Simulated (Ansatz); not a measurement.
Na₈F₈⁺ (relaxed from a model of 2x2x4 NaF rock-salt block, whose bonding it doesn't keep). Total charge 1; doublet. Geometry r2SCAN-D4/def2-SVP; atoms count from 1.

```tsv
atom	x (Å)	y (Å)	z (Å)
Na1	1.762	3.101	0.768
F2	1.332	1.008	0.970
Na3	0.955	-1.095	1.227
F4	0.416	-3.224	1.333
F5	1.434	2.906	-1.356
Na6	1.236	0.720	-1.253
F7	0.898	-1.390	-0.996
Na8	0.610	-3.507	-0.797
F9	-0.354	3.455	0.530
Na10	-0.882	1.369	0.982
F11	-1.257	-0.729	1.271
Na12	-1.682	-2.805	1.616
Na13	-0.690	3.211	-1.587
F14	-0.972	1.111	-1.245
Na15	-1.310	-0.994	-0.956
F16	-1.496	-3.138	-0.508
```

(1) Estimate the Mulliken populations from the PBE0/def2-SVP orbitals of Ansatz.

(2) Where does the spin sit?

## Answers

(1) 
```
atom  charge (e)  spin (α − β)
 Na1        0.66         -0.01
  F2       -0.55          0.00
 Na3        0.57          0.00
  F4       -0.43          0.26
  F5       -0.43          0.26
 Na6        0.57          0.00
  F7       -0.55          0.00
 Na8        0.66         -0.01
  F9       -0.43          0.26
Na10        0.57          0.00
 F11       -0.55          0.00
Na12        0.66         -0.01
Na13        0.66         -0.01
 F14       -0.55          0.00
Na15        0.57          0.00
 F16       -0.43          0.26
```
Mulliken values depend strongly on the basis.

(2) Summed by element: Na -0.06, F 1.06, of 1 unpaired in all. Largest on single atoms: F4 0.26, F16 0.26, F5 0.26.
